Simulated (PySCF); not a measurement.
## Calculated NMR data

Computational details: shielding tensors at PBE0/pcSseg-1 (GIAO), J couplings at B3LYP/pcJ-1, PBE0-D3(BJ)/def2-SVP geometry, in PySCF 2.14 (a single conformation, no solvent model, non-relativistic Hamiltonian, equivalent nuclei averaged).

Shifts are taken against calculated references (same method and geometry level): TMS for ¹H, ¹³C. Multiplet labels drop J under 1 Hz and among equivalent protons, and merge close values. Unscaled 3J(H,H) run several per cent high. One-bond C–F couplings are unscaled and too large by tens of Hz. Shifts are as computed. Against solution values, carbons near 30 ppm lie about +2 ppm off and those near 130 ppm about +5 ppm. Of 1211 compounds with measured shifts, 218 miss one by over three times the rms of a fit or turn the order of signals round; such compounds aren't used in these exercises. For the larger molecules the spin–dipole term is left out of H,H and C,H couplings.

**1.** Acetyl fluoride (SMILES CC(=O)F). ¹H NMR (400 MHz, computed): δ 2.08 (d, J = 5.9 Hz, 3H). ¹³C{¹H} NMR (computed): δ 166.9 (C, d, J = 421.7 Hz), 19.8 (CH3, d, J = 64.9 Hz).

**2.** 1,1-difluorocyclohexane ax (C1CCCC(F)(F)C1, C₆H₁₀F₂). ¹H NMR (400 MHz, computed): δ 1.66 (m, 4H), 1.55 (m, 4H), 1.28 (m, 2H). ¹³C{¹H} NMR (computed): δ 123.3 (C, t, J = 295.2 Hz), 36.5 (CH2, t, J = 24.4 Hz), 26.7 (CH2), 25.0 (CH2, t, J = 3.9 Hz).
